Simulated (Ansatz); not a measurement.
Consider the cleavage of the Al–Si bond: `[NH2][AlH][SiH2]O` + HBr → `[NH2][AlH][Br]` + silanol.

Program: Ansatz. Geometries: PBE0-D4/def2-TZVP. ΔE: electronic, gas phase. CBS: MP2 limit from def2 TZ/QZ plus the TZ coupled-cluster correction, frozen cores. DFT in def2-TZVPP. B3LYP here is the variant with VWN-RPA as its local correlation; programs differ in this. HSE06 is defined as in plane-wave codes. For Br outer-core shells are correlated without core-valence functions, which leaves a few kJ/mol of doubt a bond. Scalar relativity is left out up to krypton. One conformer a species, not always the lowest.

```tsv
level	ΔE (kJ/mol)	difference from CCSD(T)/CBS
LDA (SPW92)	-155.8	24.2
PBE-D4	-155.8	24.2
revPBE-D4	-155.9	24.1
BLYP-D4	-165.2	14.8
r2SCAN-D4	-176.9	3.1
B97M-V	-174.3	5.7
B3LYP-D4	-173.8	6.2
r2SCANh-D4	-179.1	0.9
r2SCAN0-D4	-182.3	-2.3
HSE06-D4	-167.0	13.0
BHLYP-D4	-186.4	-6.4
CAM-B3LYP-D4	-178.4	1.6
ωB97M-V	-183.0	-3.0
B2PLYP	-182.1	-2.1
PBE-QIDH	-181.7	-1.7
revPBE	-157.9	22.1
BLYP	-167.9	12.1
r2SCAN	-177.6	2.4
PBE0	-168.5	11.5
B3LYP	-176.2	3.8
r2SCANh	-179.9	0.1
r2SCAN0	-183.2	-3.2
HSE06	-168.6	11.4
BHLYP	-188.7	-8.7
CAM-B3LYP	-180.2	-0.2
LC-ωPBE	-174.6	5.4
RPA@PBE/def2-TZVPP	-170.4	9.6
HF/def2-SVP	-200.7	-20.7
CCSD/def2-SVP	-180.6	-0.6
CCSD(T)/def2-SVP	-177.9	2.1
HF/def2-TZVPP	-203.7	-23.7
MP2/def2-TZVPP	-190.0	-10.0
SCS-MP2/def2-TZVPP	-188.4	-8.4
CCSD/def2-TZVPP	-180.0	0.0
CCSD(T)/def2-TZVPP	-177.0	3.0
HF/def2-QZVPP	-203.4	-23.4
MP2/def2-QZVPP	-191.6	-11.6
SCS-MP2/def2-QZVPP	-190.0	-10.0
HF/CBS(def2)	-203.4	-23.4
CCSD/CBS(def2)	-183.0	-3.0
CCSD(T)/CBS	-180.0	0
```

Largest T1 diagnostic among the species: 0.012.

From PBE to PBE0 (25 % exact exchange), in def2-TZVPP and without D4, ΔE moves by −11.1 kJ/mol. Leaving LDA and LC-ωPBE aside and taking each functional with its dispersion term where it has one, the values spread over 30.7 kJ/mol, from BHLYP-D4 to PBE-D4.
